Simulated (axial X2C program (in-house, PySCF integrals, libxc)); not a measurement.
**Potential curves of IrSe⁻, with spin–orbit coupling**

Calculated with an in-house relativistic program for diatomic molecules. Two-component (2c) means X2C with spin–orbit coupling and atomic mean-field two-electron Coulomb and Gaunt terms. Basis: Ir dyall-av2z [12s13p10d6f], Se dyall-av2z [8s9p6d] (cores contracted in-house); Gaussian nuclei, density fitting, unrestricted open shells. Masses: Ir 192.963 u, Se 79.917 u.

State: Ω = 4 (⟨Sz⟩ = 1.05, ⟨Lz⟩ = 2.95 at PW91). Energies in eV from the fragments at the same level (Ir + Se-). Fits are polynomials in 1 − R0/R over 0.85 to 1.23 times the lowest point R0.

```json
{"R (Å)": "2.0575", "PW91": "-3.5787"}
{"R (Å)": "2.1253", "PW91": "-3.9195"}
{"R (Å)": "2.1932", "PW91": "-4.0997"}
{"R (Å)": "2.2610", "PW91": "-4.1602"}
{"R (Å)": "2.3401", "PW91": "-4.1222"}
{"R (Å)": "2.4193", "PW91": "-4.0030"}
{"R (Å)": "2.5210", "PW91": "-3.7750"}
```

One determinant describes the state; a PBE0 search over occupations chose it and may have missed a lower one. De is counted from the lowest determinant-based energies of the atoms at the same level, without counterpoise correction. Density functionals use the spin component along the axis (collinear). The functionals have no current-density term, which raises determinants with orbital currents, atoms included. With several unpaired electrons one determinant need not be a pure state. At some level and bond length an empty orbital lies below a filled one. The highest occupied level of some functionals is positive through self-interaction error; at Hartree–Fock it is bound. The lowest spin-free determinant has another configuration (M_S = 1, Λ = 0), so the order of states is uncertain and this need not be the ground state.

What are Re, ωe and De at the PW91 level?

At PW91, 2c: Re = 2.271 Å, ωe ≈ 294 cm⁻¹, De = 4.16 eV to Ir + Se-; Be follows as 0.0579 cm⁻¹.
